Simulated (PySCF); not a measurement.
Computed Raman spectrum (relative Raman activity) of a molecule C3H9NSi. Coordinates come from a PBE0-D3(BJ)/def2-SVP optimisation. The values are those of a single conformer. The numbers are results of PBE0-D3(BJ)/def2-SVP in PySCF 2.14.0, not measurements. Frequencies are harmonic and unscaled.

Lines under 2 % of the strongest are left out, and lines within 2 cm⁻¹ are merged.

ν (cm⁻¹): 518 (vw), 659 (w), 709 (w), 715 (w), 817 (vw), 920 (w), 945 (w), 962 (w), 975 (w), 1314 (w), 1343 (w), 1450 (w), 1464 (w), 1492 (w), 1723 (m), 2213 (s), 2239 (vs), 2252 (s), 3020 (vs), 3095 (s), 3158 (m), 3161 (m), 3176 (s), 3283 (m) (against the strongest line: vs over 80 %, s over 45 %, m over 15 %, w over 4 %, vw less)

Question: Which structure fits?
(A) C=C[SiH2]CN
(B) C=CN(C)[SiH3]
(C) CC/C=N\[SiH3]
(D) N[SiH]1CCC1

Answer: B, C=CN(C)[SiH3]
